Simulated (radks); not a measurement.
These are the eigenvalues of the occupied orbitals of an atom or ion with whole-number occupations (hartree). Calculated with a radial shooting solver on a logarithmic mesh with Libxc functionals: Dirac Kohn-Sham, exchange-only LDA, spin-unpolarised, spherical densities, finite nucleus; Fermi nuclear charge, rms radius of each element as measured or else 0.836 A^(1/3) + 0.57 fm.

| orbital | eigenvalue |
|---|---|
| 1s1/2 | -2393.430 |
| 2s1/2 | -409.3467 |
| 2p1/2 | -391.1855 |
| 2p3/2 | -347.4388 |
| 3s1/2 | -93.45692 |
| 3p1/2 | -85.36674 |
| 3p3/2 | -75.99522 |
| 3d3/2 | -62.21745 |
| 3d5/2 | -60.17161 |
| 4s1/2 | -19.02345 |
| 4p1/2 | -15.70680 |
| 4p3/2 | -13.55399 |
| 4d3/2 | -8.08474 |
| 4d5/2 | -7.69053 |
| 5s1/2 | -2.74599 |
| 5p1/2 | -1.80156 |
| 5p3/2 | -1.51127 |
| 4f5/2 | -0.93942 |
| 4f7/2 | -0.87526 |
| 6s1/2 | -0.40430 |
| 5d3/2 | -0.36602 |

Which element is it, and in what charge state? The configuration may be excited. Open shells, if any, fill j = l - 1/2 first.

Answer. Z = 72, hafnium, charge +1: Hf+ in [Xe] 4f14 5d1 6s2. The list shows which subshells hold electrons but not how many an open one holds; the 1s level, -2393.4 hartree, gives Z - s = 69.2 by -(Z - s)^2/2, which with screening and relativity narrows Z to a few neighbours, and the depths of the outer levels then fix element, charge and occupations together.
